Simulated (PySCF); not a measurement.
**TDDFT excited states: CH3BF2O**

Compound: CH3BF2O.
Numbering: `[OH:1][CH2:2][B:3]([F:4])[F:5]` (hydrogens: H6 on O1; H7, H8 on C2)

Method used: PySCF, TDDFT CAM-B3LYP/def2-SVPD, vertical, gas phase, core orbitals frozen in the response. Geometry: PBE0-D3(BJ)/def2-SVP, one conformer, isolated molecule. Torsions of this conformer, `[OH:1][CH2:2][B:3]([F:4])[F:5]`: O1–C2–B3–F4 -170°, H–O1–C2–B3 -37°.

```tsv
state	E (eV)	E (hartree)	f	main configurations (H = HOMO, L = LUMO)
S1	7.07	0.2598	0.0007	H→L (72%), H→L+2 (23%)
S2	7.23	0.2657	0.018	H→L+1 (96%)
S3	8.13	0.2987	0.033	H→L+2 (69%), H→L (20%)
S4	8.44	0.3101	0.020	H-1→L+1 (82%), H-1→L (10%)
S5	8.59	0.3158	0.0051	H-1→L (69%), H-1→L+2 (12%), H-1→L+1 (10%)
S6	8.92	0.3277	0.012	H→L+3 (78%)
S7	9.22	0.3390	0.046	H→L+4 (89%)
S8	9.52	0.3499	0.054	H-1→L+2 (78%), H-1→L (12%)
S9	9.84	0.3616	0.0056	H→L+5 (62%), H→L+6 (17%)
S10	10.24	0.3763	0.0036	H-2→L+1 (63%), H-4→L+1 (18%), H-3→L+1 (12%)
```

Triplets, Tamm–Dancoff:

| state | E (eV) | λ (nm) | main configurations (H = HOMO, L = LUMO) |
| --- | --- | --- | --- |
| T1 | 6.64 | 186.7 | H→L+1 (78%) |
| T2 | 6.78 | 182.9 | H→L (52%), H→L+2 (31%), H→L+1 (9%) |
| T3 | 7.83 | 158.3 | H→L+2 (41%), H→L (24%), H-1→L+1 (21%) |
| T4 | 7.90 | 156.8 | H-1→L+1 (64%), H→L+2 (13%), H→L+1 (9%) |

The lowest singlet lies at 7.07 eV (175 nm, vacuum ultraviolet) and is very weak; its leading configuration is HOMO→LUMO (72%). The most intense listed level is S8 at 9.52 eV (130 nm, f = 0.054), 2.45 eV above S1. Löwdin shares by element: HOMO oxygen 62%, carbon 17%, hydrogen 9% or more, boron 5%; LUMO boron 57%, carbon 11%, oxygen 7%, fluorine 6% or more (atoms not listed hold the other 18%). Weighted by f, the mean energy of these states is 8.85 eV. The oscillator strengths of these states sum to 0.198; summed over the whole spectrum of an exact calculation they would give the number of electrons, 40 (Thomas–Reiche–Kuhn). Orbital energies (eV): HOMO-3 -14.02, HOMO-2 -13.55, HOMO-1 -11.21, HOMO -9.81, LUMO 0.64, LUMO+1 1.08, LUMO+2 1.62. The vertical ionisation energy (ΔSCF) is 11.14 eV, 0.90 eV above S10. Only the lowest 10 singlets were computed, as vertical energies without vibronic structure.

Hardware: one thread of an Arm Neoverse V2, on a shared host. Cost: 26 s.
